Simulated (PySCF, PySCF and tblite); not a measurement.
A run on one conformer of C6H12F2O2, numbered as in [CH3:1][CH:2]([CH3:3])[O:4][C@@H:5]([CH3:6])[O:7][CH:8]([F:9])[F:10], from an ensemble study. The sound level was wB97X-D/6-31G* on GFN2-xTB geometries.

Input:

```
{"job": {"xc": "wB97X-D", "basis": "6-31G*", "kind": "nmr", "pop": false}, "charge": 0, "multiplicity": 1}
C     -1.833600     0.816300     0.898300
C     -1.209700     0.450100    -0.445300
C     -2.275700     0.207100    -1.482700
O     -0.468000    -0.765700    -0.327000
C      0.835700    -0.613700     0.253000
C      1.385000    -2.015400     0.462400
O      1.683300     0.072300    -0.672700
C      2.541900     0.982100    -0.003300
F      3.219400     0.325800     0.967300
F      1.773200     1.929600     0.587500
H     -1.084400     1.057300     1.646300
H     -2.500100     1.687500     0.796900
H     -2.433100    -0.013900     1.310300
H     -0.551100     1.256200    -0.786400
H     -1.833800    -0.063900    -2.439800
H     -2.894300     1.109200    -1.629800
H     -2.943800    -0.610800    -1.191800
H      0.756600    -0.108700     1.213400
H      2.394100    -1.983900     0.902800
H      1.463700    -2.553300    -0.480000
H      0.730600    -2.587300     1.127200
H      3.233700     1.442600    -0.707500
```

Command: OMP_NUM_THREADS=1 python ens_run.py task.json out

Output:

```
coarse grid: 18304 points
cycle   1  E = -585.6199988638  dE =  1.473e+00  |g| = 1.127e+00  |ddm| = 4.045e+00
cycle   2  E = -585.5865670014  dE =  3.343e-02  |g| = 1.276e+00  |ddm| = 1.516e+00
cycle   3  E = -585.8634206979  dE = -2.769e-01  |g| = 6.720e-02  |ddm| = 8.242e-01
cycle   4  E = -585.8641698266  dE = -7.491e-04  |g| = 3.979e-02  |ddm| = 7.677e-02
cycle   5  E = -585.8644842331  dE = -3.144e-04  |g| = 9.255e-03  |ddm| = 3.684e-02
cycle   6  E = -585.8644998418  dE = -1.561e-05  |g| = 2.843e-03  |ddm| = 8.599e-03
cycle   7  E = -585.8645017046  dE = -1.863e-06  |g| = 5.189e-04  |ddm| = 3.093e-03
final grid: 177336 points
cycle   8  E = -585.8052675600  dE = -1.743e-04  |g| = 1.127e-02  |ddm| = 3.930e-02
cycle   9  E = -585.8052716443  dE = -4.084e-06  |g| = 1.163e-02  |ddm| = 1.508e-02
cycle  10  E = -585.8052940767  dE = -2.243e-05  |g| = 1.044e-03  |ddm| = 6.852e-03
cycle  11  E = -585.8052942830  dE = -2.063e-07  |g| = 5.541e-04  |ddm| = 1.299e-03
cycle  12  E = -585.8052943492  dE = -6.619e-08  |g| = 1.299e-04  |ddm| = 5.702e-04
cycle  13  E = -585.8052943524  dE = -3.218e-09  |g| = 2.497e-05  |ddm| = 1.111e-04
cycle  14  E = -585.8052943527  dE = -2.153e-10  |g| = 4.279e-06  |ddm| = 5.256e-05
converged SCF energy = -585.8052943527

GIAO shielding tensors (ppm)
atom      isotropic    diamagn.    paramagn.     s11        s22        s33       span
  0 C      174.572     249.801     -75.229    156.895    172.134    194.688     37.793
  1 C      133.718     238.413    -104.695    103.845    124.026    173.283     69.437
  2 C      172.350     248.011     -75.661    154.646    167.621    194.783     40.137
  3 O      234.934     393.736    -158.802    192.025    244.453    268.323     76.298
  4 C      104.142     240.840    -136.698     73.157    109.001    130.268     57.111
  5 C      170.486     249.441     -78.955    149.731    166.521    195.208     45.477
  6 O      190.036     398.328    -208.291    139.018    176.725    254.367    115.350
  7 C       76.579     234.007    -157.427     59.238     84.683     85.817     26.580
  8 F      293.562     473.042    -179.480    217.700    310.979    352.007    134.308
  9 F      294.560     476.966    -182.407    196.972    317.275    369.433    172.461
 10 H       30.886      32.143      -1.258     25.941     31.342     35.374      9.434
 11 H       31.310      30.665       0.645     27.273     29.120     37.538     10.265
 12 H       31.158      31.080       0.078     28.601     28.770     36.103      7.503
 13 H       28.255      31.716      -3.461     24.732     29.812     30.220      5.489
 14 H       31.005      30.309       0.696     26.589     29.442     36.985     10.396
 15 H       31.184      29.678       1.506     27.086     29.060     37.407     10.321
 16 H       31.004      30.375       0.629     27.951     29.220     35.842      7.891
 17 H       26.827      33.436      -6.609     25.367     26.180     28.933      3.566
 18 H       30.790      29.918       0.872     25.870     30.778     35.722      9.853
 19 H       30.816      30.557       0.259     27.787     29.047     35.614      7.827
 20 H       31.120      30.496       0.624     26.824     29.460     37.077     10.253
 21 H       26.055      25.114       0.941     23.078     23.789     31.299      8.220
```

What is wrong with this calculation, and what did it do to the result?

The setting at fault: geometries not relaxed beyond the force field. The run converged. Shieldings averaged over the conformers (ppm), as run and sound:
```json
{"atoms": "C1", "as run": "173.8", "sound": "175.3"}
{"atoms": "C2", "as run": "131.1", "sound": "128.6"}
{"atoms": "C3", "as run": "171.5", "sound": "172.7"}
{"atoms": "O4", "as run": "239.5", "sound": "246.2"}
{"atoms": "C5", "as run": "102.7", "sound": "102.9"}
{"atoms": "C6", "as run": "171.2", "sound": "172.6"}
{"atoms": "O7", "as run": "197.9", "sound": "205.1"}
{"atoms": "C8", "as run": "76.7", "sound": "82.2"}
{"atoms": "F9", "as run": "285.3", "sound": "290.6"}
{"atoms": "F10", "as run": "295.4", "sound": "294.2"}
{"atoms": "H1", "as run": "31.2", "sound": "31.3"}
{"atoms": "H2", "as run": "28.2", "sound": "28.2"}
{"atoms": "H3", "as run": "31.1", "sound": "31.2"}
{"atoms": "H5", "as run": "27.1", "sound": "26.7"}
{"atoms": "H6", "as run": "30.9", "sound": "31.1"}
{"atoms": "H8", "as run": "25.7", "sound": "26.0"}
```
